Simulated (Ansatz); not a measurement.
`O=C=N[SiH2]N=C=O`. Charge 0, multiplicity 1. All single points use the PBE0-D4/def2-TZVP geometry. It is one conformer, not always the lowest.

```xyz
9

O     1.262   -2.117    2.346
C     0.661   -1.260    1.840
N     0.032   -0.373    1.348
Si   -0.677    0.753    0.291
N    -0.140    0.498   -1.301
C     0.390    0.093   -2.291
O     0.891   -0.280   -3.271
H    -0.278    2.110    0.711
H    -2.142    0.576    0.328
```

(1) What is the dipole moment at B3LYP/def2-TZVPP? (Best estimate.)

(2) And with PBE, r2SCAN, ωB97M-V? (Estimate.)

(3) Give the Mulliken charges with B3LYP, PBE, ωB97M-V in def2-TZVPP. (Estimate.)

## Answers

(1) The calculation gave: 2.20 D, with components (-1.41, 1.57, 0.61) D in this frame, pointing from negative to positive charge.

(2) Ansatz gave: PBE 2.02 D, r2SCAN 2.07 D, ωB97M-V 2.10 D.

(3) Computed: 
| atom | B3LYP | PBE | ωB97M-V |
| --- | --- | --- | --- |
| O1 | -0.20 | -0.16 | -0.22 |
| C2 | 0.26 | 0.18 | 0.33 |
| N3 | -0.24 | -0.15 | -0.29 |
| Si4 | 0.44 | 0.35 | 0.39 |
| N5 | -0.24 | -0.15 | -0.29 |
| C6 | 0.26 | 0.18 | 0.33 |
| O7 | -0.20 | -0.16 | -0.22 |
| H8 | -0.05 | -0.04 | -0.01 |
| H9 | -0.05 | -0.04 | -0.01 |

B3LYP here is the variant with VWN-RPA as its local correlation; programs differ in this.
